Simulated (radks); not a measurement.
All-electron atom: Ho+ in [Xe] 4f9 6s1 6p2 (not the ground configuration). All-electron calculation, scalar-relativistic Kohn-Sham, LDA (Slater exchange, Perdew-Wang correlation), spin-unpolarised, spherical densities, finite nucleus; Fermi nuclear charge, rms radius 5.2022 fm. Program: a radial shooting solver on a logarithmic mesh with Libxc functionals.

Unscreened Slater integrals over Kohn-Sham orbitals (cm^-1).

\begin{tabular}{lr}
integral & value \\ \hline
F0(6p,6p) & 51086 \\
F2(6p,6p) & 27959 \\
F0(6p,6s) & 55963 \\
G1(6p,6s) & 34829 \\
F0(6p,4f) & 67425 \\
F2(6p,4f) & 8280.3 \\
G2(6p,4f) & 2154.4 \\
G4(6p,4f) & 1959.1 \\
F0(6p,5p) & 64406 \\
F2(6p,5p) & 15607 \\
G0(6p,5p) & 2964.4 \\
G2(6p,5p) & 4017.3 \\
F0(6s,6s) & 63415 \\
F0(6s,4f) & 82723 \\
G3(6s,4f) & 3115.8 \\
F0(6s,5p) & 78028 \\
G1(6s,5p) & 6539.7 \\
F0(4f,4f) & 271860 \\
F2(4f,4f) & 129340 \\
F4(4f,4f) & 81168 \\
F6(4f,4f) & 58397 \\
F0(4f,5p) & 167920 \\
F2(4f,5p) & 56808 \\
G2(4f,5p) & 27935 \\
G4(4f,5p) & 21952 \\
F0(5p,5p) & 139090 \\
F2(5p,5p) & 75047 \\
\end{tabular}

Derived for the open shells (J is the average intra-shell exchange parameter used in DFT+U). 4f: F4/F2 = 0.628, F6/F2 = 0.451, J = (286 F2 + 195 F4 + 250 F6)/6435 = 10480 cm^-1. 6p: J = F2/5 = 5592 cm^-1.
